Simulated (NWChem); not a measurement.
System: GeH₃SeCl; SMILES Cl[Se][GeH3]

Here is an NWChem input.

```
start job
memory heap 200 mb stack 900 mb global 1100 mb
geometry units angstroms noautosym nocenter noautoz
  Se    -0.808242     0.635316     0.000000
  Cl     1.073351     1.778707     0.000000
  Ge     0.248104    -1.483693     0.000000
  H      1.104007    -1.618247     1.266720
  H     -0.918632    -2.486919     0.000000
  H      1.104007    -1.618247    -1.266720
end
basis spherical
  * library cc-pvtz
end
dft
  xc b3lyp
  iterations 150
end
property
  efieldgrad
end
task dft property
```

Excerpt of the output:

```
             Northwest Computational Chemistry Package (NWChem) 7.3.0
             --------------------------------------------------------

                             Geometry "geometry" -> ""
                             -------------------------

 Output coordinates in angstroms (scale by  1.889725989 to convert to a.u.)

  No.       Tag          Charge          X              Y              Z
 ---- ---------------- ---------- -------------- -------------- --------------
    1 Se                  34.0000    -0.80824200     0.63531600     0.00000000
    2 Cl                  17.0000     1.07335100     1.77870700     0.00000000
    3 Ge                  32.0000     0.24810400    -1.48369300     0.00000000
    4 H                    1.0000     1.10400700    -1.61824700     1.26672000
    5 H                    1.0000    -0.91863200    -2.48691900     0.00000000
    6 H                    1.0000     1.10400700    -1.61824700    -1.26672000

 Effective nuclear repulsion energy (a.u.)     525.1496382422

                              NWChem Property Module
                              ----------------------

  itol2e modified to match energy
  convergence criterion.

                                 NWChem DFT Module
                                 -----------------

 Summary of "ao basis" -> "ao basis" (spherical)
 ------------------------------------------------------------------------------
       Tag                 Description            Shells   Functions and Types
 ---------------- ------------------------------  ------  ---------------------
 Se                         cc-pvtz                 15       43   6s5p3d1f
 Cl                         cc-pvtz                 12       34   5s4p2d1f
 Ge                         cc-pvtz                 15       43   6s5p3d1f
 H                          cc-pvtz                  6       14   3s2p1d

  itol2e modified to match energy
  convergence criterion.

            General Information
            -------------------
          SCF calculation type: DFT
          Wavefunction type:  closed shell.
          No. of atoms     :     6
          No. of electrons :    86
           Alpha electrons :    43
            Beta electrons :    43
          Charge           :     0
          Spin multiplicity:     1
          Use of symmetry is: off; symmetry adaption is: off
          Maximum number of iterations: 150
          AO basis - number of functions:   162
                     number of shells:    60
          Convergence on energy requested:  1.00D-07
          Convergence on density requested:  1.00D-05
          Convergence on gradient requested:  5.00D-04

              XC Information
              --------------
                         B3LYP Method XC Potential
                     Hartree-Fock (Exact) Exchange  0.200
                        Slater Exchange Functional  0.800 local
                    Becke 1988 Exchange Functional  0.720 non-local
              Lee-Yang-Parr Correlation Functional  0.810
                  VWN I RPA Correlation Functional  0.190 local

             Grid Information
             ----------------
          Grid used for XC integration:  fine
          Radial quadrature: Mura-Knowles
          Angular quadrature: Lebedev.
          Tag              B.-S. Rad. Rad. Pts. Rad. Cut. Ang. Pts.
          ---              ---------- --------- --------- ---------
          Se                  1.15      140          11.0       974
          Cl                  1.00      123          13.0       770
          Ge                  1.25      140          10.0       974
          H                   0.35       60          12.0       590
          Grid pruning is: on
          Number of quadrature shells:   583
          Spatial weights used:  Erf1

      Superposition of Atomic Density Guess
      -------------------------------------

 Sum of atomic energies:       -4936.18346154

      Non-variational initial energy
      ------------------------------

[...]

          -----------------------
          Electric field gradient
          -----------------------

 1 a.u. = 0.324123 10**(16) esu/cm**3  ( or statvolts/cm**2 ) = 0.97174 10**(22) v/m**2

 ------------------------------------------------------------
   Atom      X         Y         Z
 ------------------------------------------------------------
    1 Se  -1.52736   1.20057   0.00000
 ------------------------------------------------------------

 Electric field gradient in molecular frame (a.u.)
         XX             YY             ZZ             XY             XZ             YZ
 ------------------------------------------------------------------------------------------
       -4.222270      -2.617126       6.839395      -3.499338      -0.000000       0.000000

 Principal components (a.u.) and orientation
 of principal axis w.r.t. absolute frame                      Asymmetry parameter eta
 --------------------------------------------------------------------------------------
       -7.009891       6.839395       0.170495                       0.951356

        0.782159      -0.000000      -0.623079
        0.623079       0.000000       0.782159
        0.000000       1.000000      -0.000000

 ------------------------------------------------------------
   Atom      X         Y         Z
 ------------------------------------------------------------
    2 Cl   2.02834   3.36127   0.00000
 ------------------------------------------------------------

 Electric field gradient in molecular frame (a.u.)
         XX             YY             ZZ             XY             XZ             YZ
 ------------------------------------------------------------------------------------------
       -2.391166       0.218779       2.172387      -2.622366       0.000000       0.000000

 Principal components (a.u.) and orientation
 of principal axis w.r.t. absolute frame                      Asymmetry parameter eta
 --------------------------------------------------------------------------------------
       -4.015316       2.172387       1.842928                       0.082051

        0.850152      -0.000000      -0.526537
        0.526537       0.000000       0.850152
       -0.000000       1.000000      -0.000000

 ------------------------------------------------------------
   Atom      X         Y         Z
 ------------------------------------------------------------
    3 Ge   0.46885  -2.80377   0.00000
 ------------------------------------------------------------

 Electric field gradient in molecular frame (a.u.)
         XX             YY             ZZ             XY             XZ             YZ
 ------------------------------------------------------------------------------------------
        0.334408      -1.062086       0.727678       0.671400       0.000000      -0.000000

 Principal components (a.u.) and orientation
 of principal axis w.r.t. absolute frame                      Asymmetry parameter eta
 --------------------------------------------------------------------------------------
       -1.332512       0.727678       0.604834                       0.092190

       -0.373612       0.000000       0.927585
        0.927585       0.000000       0.373612
        0.000000       1.000000      -0.000000

 ------------------------------------------------------------
   Atom      X         Y         Z
 ------------------------------------------------------------
    4 H    2.08627  -3.05804   2.39375
 ------------------------------------------------------------

 Electric field gradient in molecular frame (a.u.)
         XX             YY             ZZ             XY             XZ             YZ
 ------------------------------------------------------------------------------------------
        0.005024       0.062280      -0.067304       0.009493      -0.088175       0.013174

 Principal components (a.u.) and orientation
 of principal axis w.r.t. absolute frame                      Asymmetry parameter eta
 --------------------------------------------------------------------------------------
       -0.127829       0.064512       0.063316                       0.009357

        0.555200       0.724394      -0.408664
       -0.085057       0.538226       0.838498
        0.827356      -0.430774       0.360438

 ------------------------------------------------------------
   Atom      X         Y         Z
 ------------------------------------------------------------
    5 H   -1.73596  -4.69960   0.00000
 ------------------------------------------------------------

 Electric field gradient in molecular frame (a.u.)
         XX             YY             ZZ             XY             XZ             YZ
 ------------------------------------------------------------------------------------------
       -0.047135      -0.017168       0.064303      -0.093286       0.000000      -0.000000

 Principal components (a.u.) and orientation
 of principal axis w.r.t. absolute frame                      Asymmetry parameter eta
 --------------------------------------------------------------------------------------
       -0.126633       0.064303       0.062330                       0.015579

        0.761114       0.000000      -0.648618
        0.648618      -0.000000       0.761114
       -0.000000       1.000000       0.000000

 ------------------------------------------------------------
   Atom      X         Y         Z
 ------------------------------------------------------------
    6 H    2.08627  -3.05804  -2.39375
 ------------------------------------------------------------

 Electric field gradient in molecular frame (a.u.)
         XX             YY             ZZ             XY             XZ             YZ
 ------------------------------------------------------------------------------------------
        0.005024       0.062280      -0.067304       0.009493       0.088175      -0.013174

[...]
```

Level: B3LYP/cc-pVTZ. All runs use the structure optimised with PBE0/def2-SVP. NWChem prints the field gradient with the sign opposite to the second derivative of the potential.
